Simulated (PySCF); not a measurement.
Species: 4-phenylisothiazole, C9H7NS.
Atom-mapped SMILES: `[cH:1]1[cH:2][cH:3][c:4](-[c:5]2[cH:6][n:7][s:8][cH:9]2)[cH:10][cH:11]1` (hydrogens: H12 on C1; H13 on C2; H14 on C3; H15 on C6; H16 on C9; H17 on C10; H18 on C11)

A GFN2-xTB structure was refined with PySCF 2.14.0, PBE0-D3(BJ)/def2-SVP geometry optimisation, gas phase. Its GFN2-xTB values:

```csv
coordinate,GFN2-xTB
C1–C2,1.385 Å
C1–H12,1.080 Å
C2–C3,1.382 Å
C2–H13,1.080 Å
C3–C4,1.394 Å
C3–H14,1.080 Å
C4–C5,1.460 Å
C5–C6,1.420 Å
C5–C9,1.373 Å
C6–N7,1.303 Å
C6–H15,1.076 Å
N7–S8,1.632 Å
S8–C9,1.710 Å
C9–H16,1.071 Å
C2–C3–C4,120.5°
C3–C4–C5,120.8°
C3–C4–C10,118.9°
C4–C5–C6,125.4°
C5–C6–N7,116.5°
C5–C9–S8,110.1°
C6–N7–S8,111.1°
N7–S8–C9,93.8°
```

Task: How do these coordinates change at the PBE0-D3(BJ)/def2-SVP level?

Result: 
| coordinate | PBE0-D3(BJ)/def2-SVP (Å or °) | change |
| --- | --- | --- |
| N7–S8 | 1.656 | +0.024 |
| C9–H16 | 1.090 | +0.019 |
| C6–H15 | 1.094 | +0.018 |
| C3–H14 | 1.093 | +0.013 |
| C2–H13 | 1.093 | +0.013 |
| C5–C6 | 1.432 | +0.012 |
| C1–H12 | 1.092 | +0.012 |
| C4–C5 | 1.471 | +0.011 |
| C1–C2 | 1.395 | +0.010 |
| C2–C3 | 1.391 | +0.009 |
| C3–C4 | 1.403 | +0.009 |
| C6–N7 | 1.310 | +0.007 |
| C5–C9 | 1.379 | +0.006 |
| S8–C9 | 1.705 | -0.005 |
| C6–N7–S8 | 109.2 | -1.9 |
| N7–S8–C9 | 95.1 | +1.3 |
| C5–C6–N7 | 117.3 | +0.8 |
| C3–C4–C10 | 118.4 | -0.5 |
| C5–C9–S8 | 109.7 | -0.4 |
| C2–C3–C4 | 120.8 | +0.3 |
| C4–C5–C6 | 125.2 | -0.2 |
| C3–C4–C5 | 121.0 | +0.2 |

The energy falls by 1.6 kcal/mol over 5 energy and gradient evaluations, the largest force component goes from 0.0157 to 2.7e-04 Eh/bohr, and the atoms move by 0.023 Å rms after alignment. The bond that changes most is N7–S8 (pyridine-type nitrogen to ring sulfur), which lengthens by 0.024 Å. Bonds longer at the end by more than 0.005 Å: 18 of 19; shorter: 0. Rotational constants go from 3314, 530.6, 466.3 to 3261, 524.7, 460.5 MHz.

The run used 193 basis functions and 34 SCF cycles in all.

No frequency check. The numbers are those of one conformer.

Shape of the structure used: `[cH:1]1[cH:2][cH:3][c:4](-[c:5]2[cH:6][n:7][s:8][cH:9]2)[cH:10][cH:11]1`: C3–C4–C5–C6 150°.
